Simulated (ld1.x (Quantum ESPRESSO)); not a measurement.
**O (Z = 8): excitation energies, all-electron against ultrasoft**

O (Z = 8), ultrasoft, made with ld1.x (Quantum ESPRESSO) 7.5 (LDA (PZ), non-relativistic). Core [He], reference 2s2 2p4. Waves: 2s (bound): rcut 0.65, rcutus 0.80 bohr; 2s channel at -1.3 Ry: rcut 0.65, rcutus 0.80 bohr; 2p (bound): rcut 1.35, rcutus 1.70 bohr; 2p channel at -0.35 Ry: rcut 1.35, rcutus 1.70 bohr. Local part: all-electron potential smoothed inside 1.65 bohr (lloc = -1). Core correction: Bessel-smoothed model core inside 0.45 bohr. Augmentation charge: PSQ, inside the norm-conserving radii.

Energies are relative to the spin-unpolarised reference configuration 2s2 2p4; without spin polarisation the order of configurations can differ from experiment. Spin-polarised rows fill each open shell by Hund’s rule, majority spin first.

```tsv
valence configuration	charge	ΔE all-electron (eV)	error AE − PS (meV)
2s2 2p3	+1	16.592	+13
2s2 2p2	+2	50.307	+69
2s2 2p1	+3	104.274	+162
2s0 2p6	0	29.121	+28
2s1 2p5	0	14.531	+7.0
2s2 2p4 (spin-polarised)	0	-1.409	-14
2s2 2p3 (spin-polarised)	+1	12.580	-35
```

**Question.** What are ΔE and the potential's error for 2s2 2p4.3?

**Answer.** ΔE = -2.176 eV all-electron; the error (AE − PS) is +0.4 meV.

**Question.** What are ΔE and the potential's error for 2s2 2p0?

**Answer.** ΔE = 181.227 eV all-electron; the error (AE − PS) is +262 meV.
